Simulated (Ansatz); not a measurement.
The inner images of a band of CH7NOSi (11 atoms, charge 0, multiplicity 1) are given out of order.

These are results of RKS PBE-D4/6-31G in Ansatz, not measurements.

Initial state:

```xyz
11
Properties=species:S:1:pos:R:3
N -0.935 -0.064 -1.029
C 0.257 0.677 -0.537
Si 0.706 -0.152 1.184
O -0.116 -1.682 0.993
H -0.977 -0.174 -2.045
H -1.821 0.295 -0.664
H 0.122 1.774 -0.479
H 1.094 0.484 -1.230
H 0.174 0.663 2.353
H 2.205 -0.318 1.345
H -0.643 -1.560 0.129
```

Final state:

```xyz
11
Properties=species:S:1:pos:R:3
N -0.072 -0.464 -1.539
C 0.300 0.656 -0.682
Si 0.448 -0.033 1.109
O -0.975 -1.015 1.440
H -0.087 -0.295 -2.543
H -0.842 -1.039 -1.202
H -0.390 1.537 -0.694
H 1.299 1.040 -0.967
H 0.570 1.116 2.108
H 1.607 -0.986 1.236
H -1.794 -0.573 1.753
```

Q: Put them in order from the first end to the last, with their energies above the first end.
A.
```xyz
11
Properties=species:S:1:pos:R:3
N -0.248 -0.242 -1.563
C 0.128 0.734 -0.540
Si 0.606 -0.153 1.108
O -0.724 -1.078 1.782
H -0.289 0.104 -2.521
H -1.030 -0.854 -1.337
H -0.621 1.538 -0.334
H 1.051 1.253 -0.863
H 0.992 0.894 2.137
H 1.768 -1.089 0.857
H -1.569 -1.165 1.294
```
B.
```xyz
11
Properties=species:S:1:pos:R:3
N -0.532 -0.180 -1.353
C 0.221 0.808 -0.556
Si 0.597 -0.087 1.115
O -0.777 -1.115 1.505
H -0.518 -0.028 -2.363
H -1.477 -0.347 -1.006
H -0.288 1.785 -0.404
H 1.184 1.014 -1.054
H 0.703 0.847 2.299
H 1.878 -0.893 0.957
H -0.926 -1.862 0.881
```
C.
```xyz
11
Properties=species:S:1:pos:R:3
N -0.822 -0.164 -1.116
C 0.169 0.744 -0.469
Si 0.746 -0.172 1.175
O -0.440 -1.452 1.234
H -0.466 -0.654 -1.938
H -1.730 0.262 -1.300
H -0.314 1.699 -0.204
H 1.017 0.983 -1.135
H 0.660 0.743 2.383
H 2.171 -0.690 1.049
H -0.927 -1.356 0.342
```
D.
```xyz
11
Properties=species:S:1:pos:R:3
N -0.114 -0.361 -1.563
C 0.240 0.689 -0.616
Si 0.501 -0.105 1.120
O -0.888 -1.107 1.522
H -0.130 -0.108 -2.549
H -0.871 -0.981 -1.283
H -0.482 1.540 -0.532
H 1.211 1.140 -0.901
H 0.730 1.008 2.141
H 1.649 -1.079 1.127
H -1.779 -0.695 1.554
```
E.
```xyz
11
Properties=species:S:1:pos:R:3
N -0.187 -0.306 -1.564
C 0.176 0.706 -0.577
Si 0.559 -0.126 1.122
O -0.781 -1.121 1.669
H -0.204 -0.009 -2.538
H -0.961 -0.921 -1.319
H -0.560 1.537 -0.433
H 1.124 1.191 -0.883
H 0.878 0.972 2.130
H 1.719 -1.081 1.006
H -1.699 -0.898 1.407
```

A: C (+0.3 kcal/mol), B (+2.4 kcal/mol), A (+5.6 kcal/mol), E (+4.8 kcal/mol), D (+3.7 kcal/mol).

Time of the run: 3.6 min on 1 thread of Arm Neoverse V2 (shared host), peak memory 0.1 GiB.
